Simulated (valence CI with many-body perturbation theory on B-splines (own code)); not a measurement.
Values are calculated unless marked as measured or tabulated.
# Ladder of approximations for Cs²²⁺

Method: configuration interaction combined with many-body perturbation theory (CI+MBPT): five valence electrons over a frozen Dirac-Fock core [Ar] 3d10, a basis of 9 s, 9 p, 8 d, 6 f, 3 g, 1 h functions for each j, with the one-electron correlation potential Σ1 (screened to all orders), the two-electron term Σ2, the three-electron term Σ3, Breit, model QED; selected single and double excitations, second order for the rest (own B-spline code, finite nucleus).

No measured spectrum was set against this ion. As an estimate, levels hold to about 250 cm⁻¹ or 0.2 % of their energy and the worst to 1 %, as in measured heavy ions of charge 2 to 7; those with d or f electrons hold less well. Among the levels kept, up to 270 cm⁻¹ of a level comes from second order outside the variational space, and about a tenth of that is noise between levels of different J, which matters for small intervals.

Each rung adds one term. CI alone is the Dirac-Coulomb CI over the frozen core; QED comes last and gives the full result, which names the levels. Energies are above (4s^2 4p1/2^2 4p3/2) J=3/2 on the same rung, in cm⁻¹.

Levels are named by their leading jj configuration (3d3/2^4 stands for four electrons in 3d with j = 3/2), which in mixed levels can hold well under half, so a name can repeat and another be missing. Letters in brackets count levels of one name in rising energy.

```csv
Level,CI alone,Σ1,Σ2,Σ3,Breit,QED,Full
(4s^2 4p1/2 4p3/2^2) J=3/2,121243,+867,+790,+84,-1808,+240,121417
(4s^2 4p1/2 4p3/2^2) J=5/2,148025,+909,+418,+2,-1983,+225,147596
(4s^2 4p1/2 4p3/2^2) J=1/2,182949,+933,-200,-146,-1840,+215,181911
(4s^2 4p3/2^3) J=3/2,306105,+1839,+727,-47,-3761,+478,305342
(4s 4p1/2^2 4p3/2^2) J=5/2,540625,+792,+1931,+331,-340,-2250,541090
(4s 4p1/2^2 4p3/2^2) J=3/2,606167,+908,+568,+276,-670,-2071,605178
(4s 4p1/2^2 4p3/2^2) J=1/2,612375,+989,+488,+168,-524,-2208,611287
(4s 4p1/2 4p3/2^3) J=3/2 [a],688527,+1282,+1672,+330,-1897,-1707,688207
(4s 4p1/2 4p3/2^3) J=5/2,725282,+1609,+1167,+265,-2337,-1853,724131
(4s^2 4p1/2^2 4d3/2) J=3/2,728887,+76,-1093,+177,-1376,-680,725991
(4s^2 4p1/2^2 4d5/2) J=5/2,768710,+105,-1266,+238,-2293,-273,765220
(4s 4p1/2 4p3/2^3) J=1/2,769684,+1517,-1328,+175,-2177,-1725,766145
(4s 4p1/2 4p3/2^3) J=3/2 [b],781213,+1287,-1180,+270,-2481,-1382,777727
(4s^2 4p1/2 4p3/2 4d3/2) J=5/2 [a],832943,+560,+560,+367,-3279,-105,831046
(4s^2 4p1/2 4p3/2 4d3/2) J=1/2 [a],844284,+762,-288,+305,-3077,-302,841685
(4s^2 4p1/2 4p3/2 4d3/2) J=7/2,851909,+650,+424,+331,-3578,-62,849674
(4s^2 4p1/2 4p3/2 4d3/2) J=3/2 [a],859234,+876,-2235,+215,-3040,-481,854568
(4s^2 4p1/2 4p3/2 4d5/2) J=7/2 [a],861181,+820,+313,+380,-3924,-16,858754
(4s^2 4p1/2 4p3/2 4d5/2) J=9/2,886902,+916,+186,+291,-4293,-6,883996
```

The middle columns are the shifts that each term adds.

(1) How does the ionisation energy move along the ladder, and which term matters most?

## Answers

(1) CI alone 701.19, + Σ1 702.47, + Σ2 702.51, + Σ3 702.31, + Breit 701.96, + QED 701.95 eV. The largest step is Σ1, 1.28 eV. NIST lists 700 ± 4 eV (theoretical).
